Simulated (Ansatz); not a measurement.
`S[SiH2][SiH2]CCl` + H–F → `FCCl` + `[SiH3][SiH2]S`  (substitution at a C–Si bond)

Gas-phase electronic energies from Ansatz, PBE0-D4/def2-TZVP geometries. CCSD(T)/CBS adds triple-zeta CCSD(T) − MP2 to the extrapolated MP2 energy (def2 sets, frozen cores). This one scheme is used for every species. Each species was taken in one conformer, which may not be the lowest.

`S[SiH2][SiH2]CCl`:

Z-matrix (Å, degrees):
```
Si
Si 1 2.344
S 1 2.144 2 109.7
H 1 1.486 2 111.7 3 115.4
H 1 1.490 2 111.0 3 -123.9
C 2 1.889 1 111.3 3 175.7
H 2 1.485 1 109.6 3 -63.2
H 2 1.488 1 108.5 3 56.0
H 3 1.344 1 94.8 2 -53.2
Cl 6 1.786 2 110.2 1 -179.0
H 6 1.090 2 111.7 1 -59.7
H 6 1.091 2 111.6 1 61.7
```

H–F:

```xyz
2

F     0.132   -0.419   -0.136
H    -0.132    0.419    0.136
```

`FCCl`:

Cartesian coordinates in Å:
```
F -0.583 -1.210 -0.201
C -0.065 0.000 0.119
Cl 0.980 0.588 -1.178
H 0.543 -0.095 1.018
H -0.876 0.717 0.243
```

`[SiH3][SiH2]S`:

Cartesian coordinates in Å:
```
Si -0.509 -1.460 0.118
Si 0.609 0.593 0.096
S -0.783 2.023 -0.686
H -1.720 -1.371 0.976
H 0.394 -2.510 0.660
H -0.916 -1.833 -1.262
H 1.041 0.971 1.469
H 1.826 0.518 -0.759
H 0.057 3.070 -0.612
```

```json
{"species": "`S[SiH2][SiH2]CCl`", "MP2/def2-TZVPP energy (Eh)": "-1477.71862"}
{"species": "H–F", "MP2/def2-TZVPP energy (Eh)": "-100.33585"}
{"species": "`FCCl`", "MP2/def2-TZVPP energy (Eh)": "-598.64386"}
{"species": "`[SiH3][SiH2]S`", "MP2/def2-TZVPP energy (Eh)": "-979.37956"}
```

Question: Work out ΔE.

Answer: ΔE = (-598.64386) + (-979.37956) − (-1477.71862) − (-100.33585) = 0.03105 Eh = +81.5 kJ/mol. CCSD(T)/CBS gives +77.3 kJ/mol.

Largest T1 diagnostic among the species: 0.012.

From PBE to PBE0 (25 % exact exchange), in def2-TZVPP and without D4, ΔE moves by +4.5 kJ/mol. The D4 term adds +10.4 kJ/mol with B3LYP and +6.0 kJ/mol with PBE0; it sums over pairs of atoms, weighted by their polarisabilities, and B3LYP, whose exchange is more repulsive, gets the larger term. In def2-TZVPP, CCSD(T) changes the Hartree–Fock value by +25.5 kJ/mol (the triples alone add +2.5 kJ/mol) and MP2 by +36.7 kJ/mol.

B3LYP here is the variant with VWN-RPA as its local correlation; programs differ in this.
